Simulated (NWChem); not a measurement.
System: diisopropylamine (C₆H₁₅N); SMILES CC(C)NC(C)C

NWChem input:

```
start job
memory heap 200 mb stack 900 mb global 1100 mb
geometry units angstroms noautoz
  C      0.901241    -1.699271     0.979757
  C     -0.272675    -1.214642     0.125475
  C     -0.711217    -2.284117    -0.866025
  N     -0.022944     0.016813    -0.607139
  C      0.275971     1.229061     0.137330
  C      0.694746     2.306670    -0.853196
  C     -0.930878     1.680944     0.951004
  H      1.776580    -1.921994     0.345795
  H      1.207408    -0.946892     1.722627
  H      0.643304    -2.618664     1.528661
  H     -1.125517    -1.022919     0.800490
  H     -1.570602    -1.931526    -1.454109
  H     -0.988216    -3.218589    -0.355029
  H      0.105234    -2.521595    -1.569934
  H      0.710121    -0.148069    -1.295287
  H      1.121983     1.087896     0.848430
  H     -0.116548     2.498599    -1.572910
  H      1.587146     1.998556    -1.422504
  H      0.937884     3.247809    -0.337953
  H     -1.207729     0.949394     1.725096
  H     -0.719245     2.632564     1.461949
  H     -1.800835     1.820991     0.289854
end
basis spherical
  C library def2-svp
  N library def2-svp
  H library def2-svp
end
dft
  xc mn15
  grid xcoarse
  iterations 150
  semidirect filesize 400000000
  mulliken
end
task dft gradient
```

Excerpt of the output:

```
             Northwest Computational Chemistry Package (NWChem) 7.3.0
             --------------------------------------------------------

 C1  symmetry detected

                             Geometry "geometry" -> ""
                             -------------------------

 Output coordinates in angstroms (scale by  1.889725989 to convert to a.u.)

  No.       Tag          Charge          X              Y              Z
 ---- ---------------- ---------- -------------- -------------- --------------
    1 C                    6.0000     0.97027406     1.66103647     0.99301887
    2 C                    6.0000     0.13807040     1.22865935    -0.21662111
    3 C                    6.0000    -0.84921384     2.31464491    -0.62291325
    4 N                    7.0000    -0.59468339    -0.01479513    -0.03644592
    5 C                    6.0000     0.14850012    -1.23761372     0.21952758
    6 C                    6.0000    -0.84556375    -2.33579128     0.57109335
    7 C                    6.0000     0.98445524    -1.63158206    -0.99237840
    8 H                    1.0000     0.32050561     1.84175454     1.86644526
    9 H                    1.0000     1.71021191     0.89726384     1.27729267
   10 H                    1.0000     1.52052095     2.59267448     0.78713159
   11 H                    1.0000     0.82839308     1.07797890    -1.06543937
   12 H                    1.0000    -1.42114806     2.00039709    -1.50769872
   13 H                    1.0000    -0.33658861     3.26212580    -0.84781016
   14 H                    1.0000    -1.56794677     2.51262984     0.19115115
   15 H                    1.0000    -1.29597267     0.11453757     0.69127961
   16 H                    1.0000     0.84436233    -1.13364586     1.08341040
   17 H                    1.0000    -1.55047231    -2.49208467    -0.26059123
   18 H                    1.0000    -1.43126638    -2.07039334     1.46660435
   19 H                    1.0000    -0.33150087    -3.28580253     0.77978459
   20 H                    1.0000     1.76080423    -0.88615520    -1.22183724
   21 H                    1.0000     1.49480141    -2.59062792    -0.81570982
   22 H                    1.0000     0.33894649    -1.73320867    -1.87925390

 Effective nuclear repulsion energy (a.u.)     335.9393848153

                                 NWChem DFT Module
                                 -----------------

 Summary of "ao basis" -> "ao basis" (spherical)
 ------------------------------------------------------------------------------
       Tag                 Description            Shells   Functions and Types
 ---------------- ------------------------------  ------  ---------------------
 C                          def2-svp                 6       14   3s2p1d
 N                          def2-svp                 6       14   3s2p1d
 H                          def2-svp                 3        5   2s1p

            General Information
            -------------------
          SCF calculation type: DFT
          Wavefunction type:  closed shell.
          No. of atoms     :    22
          No. of electrons :    58
           Alpha electrons :    29
            Beta electrons :    29
          Charge           :     0
          Spin multiplicity:     1
          Use of symmetry is: off; symmetry adaption is: off
          Maximum number of iterations: 150
          AO basis - number of functions:   173
                     number of shells:    87
          Convergence on energy requested:  1.00D-06
          Convergence on density requested:  1.00D-05
          Convergence on gradient requested:  5.00D-04

              XC Information
              --------------
                         MN15 Method XC Functional
                     Hartree-Fock (Exact) Exchange  0.440
                          MN15 Exchange Functional  1.000
                        MN15 Correlation Potential  1.000

             Grid Information
             ----------------
          Grid used for XC integration:  xcoarse
          Radial quadrature: Mura-Knowles
          Angular quadrature: Lebedev.
          Tag              B.-S. Rad. Rad. Pts. Rad. Cut. Ang. Pts.
          ---              ---------- --------- --------- ---------
          C                   0.70       21          13.0       194
          N                   0.65       21           9.0       194
          H                   0.35       21          14.0       194
          Grid pruning is: on
          Number of quadrature shells:   462
          Spatial weights used:  Erf1

      Superposition of Atomic Density Guess
      -------------------------------------

 Sum of atomic energies:        -287.48222988

      Non-variational initial energy
      ------------------------------

 Total energy =    -292.738360
 1-e energy   =   -1050.204882
 2-e energy   =     421.527137
 HOMO         =      -0.279402
 LUMO         =       0.082659

------------------------------------------------------------
EAF file 0: "./job.aoints.0" size=358612992 bytes
------------------------------------------------------------
               write      read    awrite     aread      wait
               -----      ----    ------     -----      ----
     calls:      684         0         0         0         0
   data(b): 3.59e+08  0.00e+00  0.00e+00  0.00e+00
   time(s): 0.00e+00  0.00e+00  0.00e+00  0.00e+00  0.00e+00
rate(mb/s): 0.00e+00  0.00e+00
------------------------------------------------------------

     ---------------------------------------------
      Total Density - Mulliken Population Analysis
     ---------------------------------------------

    Atom       Charge   Shell Charges
 -----------   ------   -------------------------------------------------------
    1 C    6     6.25   1.99  0.97  0.18  2.07  1.03  0.02
    2 C    6     6.03   1.99  0.94  0.23  1.86  0.95  0.06
    3 C    6     6.24   1.99  0.97  0.17  2.06  1.02  0.02
    4 N    7     7.52   1.99  1.04  0.48  2.46  1.53  0.02
    5 C    6     6.03   1.99  0.94  0.23  1.85  0.95  0.06
    6 C    6     6.24   1.99  0.97  0.18  2.06  1.02  0.02
    7 C    6     6.25   1.99  0.97  0.18  2.07  1.02  0.02
    8 H    1     0.91   0.67  0.21  0.02
    9 H    1     0.90   0.67  0.20  0.03
   10 H    1     0.90   0.67  0.21  0.03
   11 H    1     0.92   0.70  0.21  0.02
   12 H    1     0.90   0.67  0.20  0.02
   13 H    1     0.90   0.67  0.20  0.02
   14 H    1     0.91   0.67  0.21  0.02
   15 H    1     0.78   0.62  0.13  0.04
   16 H    1     0.94   0.70  0.22  0.02
   17 H    1     0.91   0.67  0.21  0.02
   18 H    1     0.89   0.67  0.20  0.02
   19 H    1     0.90   0.67  0.20  0.02
   20 H    1     0.89   0.67  0.20  0.03
   21 H    1     0.90   0.67  0.20  0.03
   22 H    1     0.91   0.67  0.21  0.02

   convergence    iter        energy       DeltaE   RMS-Dens  Diis-err
 ---------------- ----- ----------------- --------- --------- ---------
 d= 0,ls=0.0,diis     1   -291.6131076194 -6.28D+02  6.31D-03  9.03D-01
 d= 0,ls=0.0,diis     2   -291.6893526922 -7.62D-02  2.25D-03  9.03D-02
 d= 0,ls=0.0,diis     3   -291.6932184791 -3.87D-03  9.59D-04  5.99D-02
 d= 0,ls=0.0,diis     4   -291.6994050550 -6.19D-03  1.97D-04  1.02D-03
 d= 0,ls=0.0,diis     5   -291.6995070907 -1.02D-04  5.25D-05  1.21D-04
  Resetting Diis
 d= 0,ls=0.0,diis     6   -291.6995217985 -1.47D-05  1.51D-05  4.13D-06
 d= 0,ls=0.0,diis     7   -291.6995223089 -5.10D-07  3.95D-06  1.65D-07

         Total DFT energy =     -291.699522308923
      One electron energy =    -1058.022541015714
           Coulomb energy =      474.866393980481
    Exchange-Corr. energy =      -44.482760088976
 Nuclear repulsion energy =      335.939384815286

 Numeric. integr. density =       57.997951988522

                       DFT Final Molecular Orbital Analysis
                       ------------------------------------

 Vector   27  Occ=2.000000D+00  E=-3.646956D-01
              MO Center=  2.1D-03,  4.6D-01,  2.7D-02, r^2= 5.1D+00
   Bfn.  Coefficient  Atom+Function         Bfn.  Coefficient  Atom+Function
  ----- ------------  ---------------      ----- ------------  ---------------
    19      0.265200   2 C  py               61      0.233959   5 C  py
    47      0.228170   4 N  py               33     -0.226152   3 C  py
    75     -0.187665   6 C  py              104      0.178629   9 H  s
    32      0.169081   3 C  px               18     -0.148679   2 C  px
     5     -0.135792   1 C  py              154      0.121877  19 H  s

 Vector   28  Occ=2.000000D+00  E=-3.532637D-01
              MO Center=  1.7D-01,  2.0D-01, -1.0D-01, r^2= 4.9D+00
   Bfn.  Coefficient  Atom+Function         Bfn.  Coefficient  Atom+Function
  ----- ------------  ---------------      ----- ------------  ---------------
   114      0.270506  11 H  s                20     -0.218819   2 C  pz
    60      0.199078   5 C  px               18      0.180959   2 C  px
   159     -0.175029  20 H  s                88     -0.157808   7 C  px
    74     -0.155455   6 C  px               99      0.150793   8 H  s
   115      0.149810  11 H  s               129      0.149715  14 H  s

 Vector   29  Occ=2.000000D+00  E=-2.546607D-01
              MO Center= -3.4D-01, -2.6D-03, -2.1D-02, r^2= 2.2D+00
   Bfn.  Coefficient  Atom+Function         Bfn.  Coefficient  Atom+Function
  ----- ------------  ---------------      ----- ------------  ---------------
    48      0.446012   4 N  pz               51     -0.335674   4 N  pz
    46      0.255579   4 N  px               45      0.247344   4 N  s
    49     -0.214124   4 N  px              139      0.198559  16 H  s
     3      0.196168   1 C  s               140      0.182638  16 H  s
    87     -0.167834   7 C  s                 6     -0.128360   1 C  pz

 Vector   30  Occ=0.000000D+00  E= 8.709059D-02
              MO Center=  3.3D-01,  1.4D-01,  4.7D-01, r^2= 8.9D+00
   Bfn.  Coefficient  Atom+Function         Bfn.  Coefficient  Atom+Function
  ----- ------------  ---------------      ----- ------------  ---------------
     3      1.035299   1 C  s                87      0.739048   7 C  s
    31      0.648770   3 C  s                73      0.644292   6 C  s
   140     -0.591751  16 H  s                59      0.575852   5 C  s
   105     -0.526235   9 H  s               110     -0.520767  10 H  s
   100     -0.506066   8 H  s               150     -0.482644  18 H  s

 Vector   31  Occ=0.000000D+00  E= 1.166929D-01
              MO Center= -6.1D-02,  5.0D-01,  1.0D-01, r^2= 8.7D+00
   Bfn.  Coefficient  Atom+Function         Bfn.  Coefficient  Atom+Function
  ----- ------------  ---------------      ----- ------------  ---------------
    87      1.117214   7 C  s                31     -0.935605   3 C  s
   130      0.862585  14 H  s               160     -0.741239  20 H  s
   135      0.666111  15 H  s               100      0.596680   8 H  s
   115     -0.580104  11 H  s                45     -0.472121   4 N  s
   165     -0.447087  21 H  s               170     -0.427244  22 H  s

 Vector   32  Occ=0.000000D+00  E= 1.196264D-01
              MO Center= -1.6D-01, -2.7D-01,  1.7D-01, r^2= 1.1D+01
   Bfn.  Coefficient  Atom+Function         Bfn.  Coefficient  Atom+Function
  ----- ------------  ---------------      ----- ------------  ---------------
    73      1.412860   6 C  s                31     -0.858617   3 C  s
   150     -0.779492  18 H  s                 3     -0.762707   1 C  s
   155     -0.751250  19 H  s               115      0.707842  11 H  s
   125      0.668427  13 H  s                17     -0.620869   2 C  s
   145     -0.600193  17 H  s               110      0.580680  10 H  s

------------------------------------------------------------
EAF file 0: "./job.aoints.0" size=556793856 bytes
------------------------------------------------------------
               write      read    awrite     aread      wait
               -----      ----    ------     -----      ----
     calls:     1062         6         0      6366      6366
   data(b): 5.57e+08  3.15e+06  0.00e+00  3.34e+09
   time(s): 0.00e+00  0.00e+00  0.00e+00  0.00e+00  0.00e+00
rate(mb/s): 0.00e+00  0.00e+00
------------------------------------------------------------

     ---------------------------------------------
      Total Density - Mulliken Population Analysis
     ---------------------------------------------

    Atom       Charge   Shell Charges
 -----------   ------   -------------------------------------------------------
    1 C    6     5.95   1.98  0.88  0.10  2.14  0.83  0.03
    2 C    6     6.06   1.98  0.89  0.18  2.11  0.84  0.06
    3 C    6     5.95   1.98  0.88  0.10  2.14  0.83  0.03
    4 N    7     7.23   1.98  0.97  0.48  2.48  1.29  0.02
    5 C    6     6.04   1.98  0.89  0.17  2.11  0.83  0.06
    6 C    6     5.97   1.98  0.88  0.11  2.14  0.83  0.03
    7 C    6     5.96   1.98  0.88  0.10  2.14  0.83  0.03
    8 H    1     1.00   0.75  0.24  0.02
    9 H    1     0.99   0.75  0.22  0.02
   10 H    1     0.99   0.75  0.22  0.02
   11 H    1     1.00   0.77  0.22  0.02
   12 H    1     0.98   0.74  0.21  0.02
   13 H    1     0.99   0.75  0.22  0.02
   14 H    1     1.00   0.75  0.23  0.02
   15 H    1     0.92   0.74  0.13  0.04
   16 H    1     1.02   0.77  0.24  0.02
   17 H    1     0.98   0.74  0.22  0.02
   18 H    1     0.99   0.75  0.22  0.02
   19 H    1     0.99   0.75  0.22  0.02
   20 H    1     0.99   0.75  0.22  0.02
   21 H    1     1.00   0.75  0.23  0.02
   22 H    1     0.99   0.74  0.22  0.02

     -------------------------------------------
      Total Density - Lowdin Population Analysis
     -------------------------------------------

[...]

                         DFT ENERGY GRADIENTS

    atom               coordinates                        gradient
                 x          y          z           x          y          z
   1 C       1.833552   3.138904   1.876534   -0.001408  -0.000026  -0.001452
   2 C       0.260915   2.321830  -0.409355   -0.001929  -0.001363   0.002590
   3 C      -1.604781   4.374045  -1.177135    0.001818  -0.002335   0.001011
   4 N      -1.123789  -0.027959  -0.068873    0.000472   0.000221  -0.000167
   5 C       0.280625  -2.338751   0.414847   -0.002378   0.001971  -0.000867
   6 C      -1.597884  -4.414005   1.079210    0.001195   0.002067  -0.000776
   7 C       1.860351  -3.083243  -1.875323   -0.001567   0.000837   0.001823
   8 H       0.605668   3.480411   3.527070    0.000021   0.000504   0.001326
   9 H       3.231832   1.695583   2.413733    0.000625  -0.000866   0.000632
  10 H       2.873368   4.899444   1.487463    0.001132   0.001233   0.000225
  11 H       1.565436   2.037085  -2.013388    0.000872  -0.000988  -0.000883
  12 H      -2.685580   3.780202  -2.849137   -0.001029  -0.000005  -0.001326
  13 H      -0.636060   6.164524  -1.602129    0.000306   0.001375  -0.000490
  14 H      -2.962990   4.748182   0.361223   -0.001389   0.001386   0.000288
  15 H      -2.449033   0.216445   1.306329    0.002162  -0.000911  -0.001472
  16 H       1.595613  -2.142280   2.047349    0.001114  -0.000037   0.000874
  17 H      -2.929968  -4.709357  -0.492446   -0.001177  -0.000845  -0.000607
  18 H      -2.704701  -3.912476   2.771480   -0.000806  -0.000384   0.001240
  19 H      -0.626446  -6.209266   1.473579    0.000153  -0.001421   0.000532
  20 H       3.327438  -1.674591  -2.308938    0.000829   0.001087  -0.000687
  21 H       2.824765  -4.895577  -1.541468    0.001092  -0.001034  -0.000244
  22 H       0.640516  -3.275289  -3.551275   -0.000107  -0.000466  -0.001570
```

Level: MN15/def2-SVP. All runs use the structure optimised with PBE0/def2-SVP. No frequency run checked for a minimum.
